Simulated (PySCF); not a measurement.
Input for PySCF: R-BP86/6-31G* on BeClH (SMILES [BeH][Cl]), a point of a bond scan (R = 1.323 Å).

```python
from pyscf import gto, scf, dft, mp
from pyscf.data.elements import chemcore

mol = gto.M(
    atom='''
    Be   -0.00000000   -0.00000000   -1.33527396
    H     0.00000000    0.00000000   -2.65794482
    Cl    0.00000000    0.00000000    0.47053180
    ''',
    basis='6-31g*',
    cart=True,
    charge=0, spin=0, verbose=3, max_memory=1800)
mf = dft.RKS(mol, xc='b88,p86')
mf.conv_tol = 1e-8
mf.max_cycle = 100
mf.kernel()
if not mf.converged:
    mf = mf.newton().run(mf.mo_coeff, mf.mo_occ)
```

The log:

```
converged SCF energy = -475.619750474437
```

Self-consistency was reached.

Cost: about 3 core-seconds (a rough figure).
